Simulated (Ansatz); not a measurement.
Ansatz (a program for electronic structure) input (HF/6-31G*):

Ansatz 0.2 input:
```yaml
crystal:
  periodic: [false, false, false]
  atoms:
    - {symbol: C, position_ang: [-0.89928004, 0.77975657, 1.76116208]}
    - {symbol: Si, position_ang: [-0.21121935, 0.30068703, 0.06551551]}
    - {symbol: C, position_ang: [-0.72183790, 1.57459596, -1.23705874]}
    - {symbol: P, position_ang: [-0.95765680, -1.79477425, -0.41706288]}
    - {symbol: P, position_ang: [2.06001842, 0.32280717, 0.19601974]}
    - {symbol: H, position_ang: [-1.98578489, 0.81160075, 1.74541768]}
    - {symbol: H, position_ang: [-0.60181160, 0.07301023, 2.53001859]}
    - {symbol: H, position_ang: [-0.54581483, 1.76361001, 2.05736785]}
    - {symbol: H, position_ang: [-0.33456452, 1.32229821, -2.21974476]}
    - {symbol: H, position_ang: [-0.35415512, 2.56409729, -0.97786828]}
    - {symbol: H, position_ang: [-1.80419067, 1.63289909, -1.31513220]}
    - {symbol: H, position_ang: [-0.50703332, -1.84985046, -1.74617404]}
    - {symbol: H, position_ang: [-2.28375071, -1.45335679, -0.73760350]}
    - {symbol: H, position_ang: [2.33563508, -0.27859498, -1.04304576]}
    - {symbol: H, position_ang: [2.22982464, -0.84194102, 0.96057431]}
basis:
  gaussian:
    orbitals: 6-31G*
hamiltonian:
  xc: {name: HF}
phonons: {temperatures: {t_min: 298.15, t_max: 298.15, t_step: 100}}
```

Output:

```
Functional definition: HF
integrals: 0.06 GiB planned
1188 factors; integrals over basis functions are off by at most 7.3e-4 eV
mean field: 0.43 GiB planned
mean field evaluation 1: about -28621.8140 eV, gradient 2.9e1 eV
mean field evaluation 2: about -28621.9007 eV, gradient 2.9e1 eV
mean field evaluation 4: about -28624.6936 eV, gradient 3.1e0 eV
mean field evaluation 8: about -28624.7385 eV, gradient 1.3e-1 eV
mean field -28624.73860269 eV, -1051.9397411041 hartree, gradient 1.5e-5 eV, S^2 0.000000; 0 other end points of the search recorded, 0 dependent functions left out
the calculation of the forces begins
reference -28624.73860269 eV, -1051.9397411041 hartree; 33, 33 occupied and 74, 74 virtual orbitals, 1188 factors
these checks for a lower state are left out or cut short: stability, starts, cluster_reference, orbital_swaps, neighbouring_geometries, increment
integrals: 0.06 GiB planned
1188 factors; integrals over basis functions are off by at most 7.3e-4 eV
mean field: 0.43 GiB planned
mean field evaluation 16: about -28624.7384 eV, gradient 1.5e-4 eV
mean field -28624.73843413 eV, -1051.9397349095 hartree, gradient 2.5e-6 eV, S^2 0.000000; 0 other end points of the search recorded, 0 dependent functions left out
the calculation of the forces begins
reference -28624.73843413 eV, -1051.9397349095 hartree; 33, 33 occupied and 74, 74 virtual orbitals, 1188 factors
these checks for a lower state are left out or cut short: stability, starts, cluster_reference, orbital_swaps, neighbouring_geometries, increment
integrals: 0.06 GiB planned
1188 factors; integrals over basis functions are off by at most 7.3e-4 eV
mean field: 0.43 GiB planned
mean field -28624.73843442 eV, -1051.9397349203 hartree, gradient 2.9e-6 eV, S^2 0.000000; 0 other end points of the search recorded, 0 dependent functions left out
the calculation of the forces begins
reference -28624.73843442 eV, -1051.9397349203 hartree; 33, 33 occupied and 74, 74 virtual orbitals, 1188 factors
these checks for a lower state are left out or cut short: stability, starts, cluster_reference, orbital_swaps, neighbouring_geometries, increment
integrals: 0.06 GiB planned
1188 factors; integrals over basis functions are off by at most 7.3e-4 eV
mean field: 0.43 GiB planned
mean field -28624.73842772 eV, -1051.9397346741 hartree, gradient 2.8e-6 eV, S^2 0.000000; 0 other end points of the search recorded, 0 dependent functions left out
the calculation of the forces begins
reference -28624.73842772 eV, -1051.9397346741 hartree; 33, 33 occupied and 74, 74 virtual orbitals, 1188 factors
these checks for a lower state are left out or cut short: stability, starts, cluster_reference, orbital_swaps, neighbouring_geometries, increment
integrals: 0.06 GiB planned
1188 factors; integrals over basis functions are off by at most 7.3e-4 eV
mean field: 0.43 GiB planned
mean field evaluation 32: about -28624.7384 eV, gradient 1.2e-1 eV
mean field -28624.73843163 eV, -1051.9397348180 hartree, gradient 2.5e-6 eV, S^2 0.000000; 0 other end points of the search recorded, 0 dependent functions left out
the calculation of the forces begins
reference -28624.73843163 eV, -1051.9397348180 hartree; 33, 33 occupied and 74, 74 virtual orbitals, 1188 factors
these checks for a lower state are left out or cut short: stability, starts, cluster_reference, orbital_swaps, neighbouring_geometries, increment
integrals: 0.06 GiB planned
1188 factors; integrals over basis functions are off by at most 7.3e-4 eV
mean field: 0.43 GiB planned
mean field -28624.73845998 eV, -1051.9397358596 hartree, gradient 2.5e-6 eV, S^2 0.000000; 0 other end points of the search recorded, 0 dependent functions left out
the calculation of the forces begins
reference -28624.73845998 eV, -1051.9397358596 hartree; 33, 33 occupied and 74, 74 virtual orbitals, 1188 factors
these checks for a lower state are left out or cut short: stability, starts, cluster_reference, orbital_swaps, neighbouring_geometries, increment
integrals: 0.06 GiB planned
1188 factors; integrals over basis functions are off by at most 7.3e-4 eV
mean field: 0.43 GiB planned
mean field -28624.73845843 eV, -1051.9397358026 hartree, gradient 2.3e-6 eV, S^2 0.000000; 0 other end points of the search recorded, 0 dependent functions left out
the calculation of the forces begins
reference -28624.73845843 eV, -1051.9397358026 hartree; 33, 33 occupied and 74, 74 virtual orbitals, 1188 factors
these checks for a lower state are left out or cut short: stability, starts, cluster_reference, orbital_swaps, neighbouring_geometries, increment
integrals: 0.06 GiB planned
1188 factors; integrals over basis functions are off by at most 7.3e-4 eV
mean field: 0.43 GiB planned
mean field -28624.73851676 eV, -1051.9397379464 hartree, gradient 2.3e-6 eV, S^2 0.000000; 0 other end points of the search recorded, 0 dependent functions left out
[...]
mean field -28624.73859278 eV, -1051.9397407399 hartree, gradient 1.0e-6 eV, S^2 0.000000; 0 other end points of the search recorded, 0 dependent functions left out
the calculation of the forces begins
reference -28624.73859278 eV, -1051.9397407399 hartree; 33, 33 occupied and 74, 74 virtual orbitals, 1188 factors
these checks for a lower state are left out or cut short: stability, starts, cluster_reference, orbital_swaps, neighbouring_geometries, increment
integrals: 0.06 GiB planned
1188 factors; integrals over basis functions are off by at most 7.3e-4 eV
mean field: 0.43 GiB planned
mean field -28624.73859346 eV, -1051.9397407649 hartree, gradient 9.4e-7 eV, S^2 0.000000; 0 other end points of the search recorded, 0 dependent functions left out
the calculation of the forces begins
reference -28624.73859346 eV, -1051.9397407649 hartree; 33, 33 occupied and 74, 74 virtual orbitals, 1188 factors
these checks for a lower state are left out or cut short: stability, starts, cluster_reference, orbital_swaps, neighbouring_geometries, increment
integrals: 0.06 GiB planned
1188 factors; integrals over basis functions are off by at most 7.3e-4 eV
mean field: 0.43 GiB planned
mean field -28624.73858354 eV, -1051.9397404003 hartree, gradient 1.9e-6 eV, S^2 0.000000; 0 other end points of the search recorded, 0 dependent functions left out
the calculation of the forces begins
reference -28624.73858354 eV, -1051.9397404003 hartree; 33, 33 occupied and 74, 74 virtual orbitals, 1188 factors
these checks for a lower state are left out or cut short: stability, starts, cluster_reference, orbital_swaps, neighbouring_geometries, increment
integrals: 0.06 GiB planned
1188 factors; integrals over basis functions are off by at most 7.3e-4 eV
mean field: 0.43 GiB planned
mean field -28624.73858319 eV, -1051.9397403877 hartree, gradient 1.7e-6 eV, S^2 0.000000; 0 other end points of the search recorded, 0 dependent functions left out
the calculation of the forces begins
reference -28624.73858319 eV, -1051.9397403877 hartree; 33, 33 occupied and 74, 74 virtual orbitals, 1188 factors
these checks for a lower state are left out or cut short: stability, starts, cluster_reference, orbital_swaps, neighbouring_geometries, increment
integrals: 0.06 GiB planned
1188 factors; integrals over basis functions are off by at most 7.3e-4 eV
mean field: 0.43 GiB planned
mean field -28624.73854146 eV, -1051.9397388539 hartree, gradient 1.0e-6 eV, S^2 0.000000; 0 other end points of the search recorded, 0 dependent functions left out
the calculation of the forces begins
reference -28624.73854146 eV, -1051.9397388539 hartree; 33, 33 occupied and 74, 74 virtual orbitals, 1188 factors
these checks for a lower state are left out or cut short: stability, starts, cluster_reference, orbital_swaps, neighbouring_geometries, increment
integrals: 0.06 GiB planned
1188 factors; integrals over basis functions are off by at most 7.3e-4 eV
mean field: 0.43 GiB planned
mean field evaluation 512: about -28624.7385 eV, gradient 6.1e-2 eV
mean field -28624.73854209 eV, -1051.9397388772 hartree, gradient 9.7e-7 eV, S^2 0.000000; 0 other end points of the search recorded, 0 dependent functions left out
the calculation of the forces begins
reference -28624.73854209 eV, -1051.9397388772 hartree; 33, 33 occupied and 74, 74 virtual orbitals, 1188 factors
these checks for a lower state are left out or cut short: stability, starts, cluster_reference, orbital_swaps, neighbouring_geometries, increment
integrals: 0.06 GiB planned
1188 factors; integrals over basis functions are off by at most 7.3e-4 eV
mean field: 0.43 GiB planned
mean field -28624.73859457 eV, -1051.9397408058 hartree, gradient 9.1e-7 eV, S^2 0.000000; 0 other end points of the search recorded, 0 dependent functions left out
the calculation of the forces begins
reference -28624.73859457 eV, -1051.9397408058 hartree; 33, 33 occupied and 74, 74 virtual orbitals, 1188 factors
these checks for a lower state are left out or cut short: stability, starts, cluster_reference, orbital_swaps, neighbouring_geometries, increment
integrals: 0.06 GiB planned
1188 factors; integrals over basis functions are off by at most 7.3e-4 eV
mean field: 0.43 GiB planned
mean field -28624.73859478 eV, -1051.9397408135 hartree, gradient 8.5e-7 eV, S^2 0.000000; 0 other end points of the search recorded, 0 dependent functions left out
the calculation of the forces begins
reference -28624.73859478 eV, -1051.9397408135 hartree; 33, 33 occupied and 74, 74 virtual orbitals, 1188 factors
these checks for a lower state are left out or cut short: stability, starts, cluster_reference, orbital_swaps, neighbouring_geometries, increment
integrals: 0.06 GiB planned
1188 factors; integrals over basis functions are off by at most 7.3e-4 eV
mean field: 0.43 GiB planned
mean field -28624.73854941 eV, -1051.9397391460 hartree, gradient 7.8e-7 eV, S^2 0.000000; 0 other end points of the search recorded, 0 dependent functions left out
the calculation of the forces begins
reference -28624.73854941 eV, -1051.9397391460 hartree; 33, 33 occupied and 74, 74 virtual orbitals, 1188 factors
these checks for a lower state are left out or cut short: stability, starts, cluster_reference, orbital_swaps, neighbouring_geometries, increment
integrals: 0.06 GiB planned
1188 factors; integrals over basis functions are off by at most 7.3e-4 eV
mean field: 0.43 GiB planned
mean field -28624.73854953 eV, -1051.9397391507 hartree, gradient 7.9e-7 eV, S^2 0.000000; 0 other end points of the search recorded, 0 dependent functions left out
the calculation of the forces begins
reference -28624.73854953 eV, -1051.9397391507 hartree; 33, 33 occupied and 74, 74 virtual orbitals, 1188 factors
these checks for a lower state are left out or cut short: stability, starts, cluster_reference, orbital_swaps, neighbouring_geometries, increment
integrals: 0.06 GiB planned
1188 factors; integrals over basis functions are off by at most 7.3e-4 eV
mean field: 0.43 GiB planned
mean field evaluation 544: about -28624.7386 eV, gradient 5.8e-5 eV
mean field -28624.73857333 eV, -1051.9397400250 hartree, gradient 8.9e-7 eV, S^2 0.000000; 0 other end points of the search recorded, 0 dependent functions left out
the calculation of the forces begins
reference -28624.73857333 eV, -1051.9397400250 hartree; 33, 33 occupied and 74, 74 virtual orbitals, 1188 factors
these checks for a lower state are left out or cut short: stability, starts, cluster_reference, orbital_swaps, neighbouring_geometries, increment
integrals: 0.06 GiB planned
1188 factors; integrals over basis functions are off by at most 7.3e-4 eV
mean field: 0.43 GiB planned
mean field -28624.73857378 eV, -1051.9397400419 hartree, gradient 9.0e-7 eV, S^2 0.000000; 0 other end points of the search recorded, 0 dependent functions left out
the calculation of the forces begins
reference -28624.73857378 eV, -1051.9397400419 hartree; 33, 33 occupied and 74, 74 virtual orbitals, 1188 factors
Total energy: -28624.73860269 eV, -1051.9397411041 hartree
Atom 0 at    -0.899280     0.779757     1.761162 Å, force    -0.000328    -0.000656     0.000277 eV/Å
Atom 1 at    -0.211219     0.300687     0.065516 Å, force     0.000265     0.000066    -0.000699 eV/Å
Atom 2 at    -0.721838     1.574596    -1.237059 Å, force    -0.000040     0.000353     0.000312 eV/Å
Atom 3 at    -0.957657    -1.794774    -0.417063 Å, force    -0.000326     0.000012     0.000170 eV/Å
Atom 4 at     2.060018     0.322807     0.196020 Å, force     0.000372    -0.000029     0.000198 eV/Å
Atom 5 at    -1.985785     0.811601     1.745418 Å, force    -0.000076     0.000122     0.000042 eV/Å
Atom 6 at    -0.601812     0.073010     2.530019 Å, force    -0.000047     0.000186     0.000217 eV/Å
Atom 7 at    -0.545815     1.763610     2.057368 Å, force     0.000134     0.000049    -0.000333 eV/Å
Atom 8 at    -0.334565     1.322298    -2.219745 Å, force     0.000055    -0.000154     0.000211 eV/Å
Atom 9 at    -0.354155     2.564097    -0.977868 Å, force     0.000012     0.000119    -0.000160 eV/Å
Atom 10 at    -1.804191     1.632899    -1.315132 Å, force    -0.000032     0.000011    -0.000110 eV/Å
Atom 11 at    -0.507033    -1.849850    -1.746174 Å, force     0.000131    -0.000022    -0.000124 eV/Å
Atom 12 at    -2.283751    -1.453357    -0.737603 Å, force     0.000046    -0.000154     0.000147 eV/Å
Atom 13 at     2.335635    -0.278595    -1.043046 Å, force    -0.000129     0.000063    -0.000050 eV/Å
Atom 14 at     2.229825    -0.841941     0.960574 Å, force    -0.000037     0.000034    -0.000097 eV/Å
Dipole moment:    -0.248801     0.183744    -0.112470 e Å
Vibrations: 127.76 131.22 151.84 163.56 172.68 178.33 192.02 208.28 215.06 411.12 511.47 685.32 700.08 713.29 727.31 750.84 792.43 870.62 888.28 934.45 953.26 1228.42 1230.02 1451.51 1458.59 1599.73 1601.19 1607.38 1611.59 2571.30 2583.10 2587.94 2593.21 3190.85 3192.04 3258.73 3260.79 3266.83 3269.30 cm⁻¹, zero-point energy 3.226176 eV
```

The blocks after the first are displaced geometries, from whose forces the wavenumbers follow.
